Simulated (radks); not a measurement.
Values are calculated unless marked as measured or tabulated.
Ge2+, 30 electrons, occupied as [Ar] 3d10 4s2. Level of theory: Dirac Kohn-Sham, PW91, spin-unpolarised, spherical densities, point nucleus (a radial shooting solver on a logarithmic mesh with Libxc functionals).

Unscreened Slater integrals over Kohn-Sham orbitals (hartree). Large and small components are both included.

integral            value
F0(4s1/2,4s1/2)   0.46479
F0(4s1/2,3d5/2)   0.58906
G2(4s1/2,3d5/2)  0.059816
F0(4s1/2,3d3/2)   0.58952
G2(4s1/2,3d3/2)  0.058986
F0(4s1/2,3p3/2)   0.59640
G1(4s1/2,3p3/2)  0.038086
F0(3d5/2,3d5/2)    1.2627
F2(3d5/2,3d5/2)   0.58812
F4(3d5/2,3d5/2)   0.36666
F0(3d5/2,3d3/2)    1.2670
F2(3d5/2,3d3/2)   0.59010
G2(3d5/2,3d3/2)   0.58922
G4(3d5/2,3d3/2)   0.36738
F0(3d5/2,3p3/2)    1.3184
F2(3d5/2,3p3/2)   0.62440
G1(3d5/2,3p3/2)   0.76508
G3(3d5/2,3p3/2)   0.46759
F0(3d3/2,3d3/2)    1.2714
F2(3d3/2,3d3/2)   0.59212
F0(3d3/2,3p3/2)    1.3230
F2(3d3/2,3p3/2)   0.62638
G1(3d3/2,3p3/2)   0.76660
G3(3d3/2,3p3/2)   0.46864
F0(3p3/2,3p3/2)    1.3898
F2(3p3/2,3p3/2)   0.69402
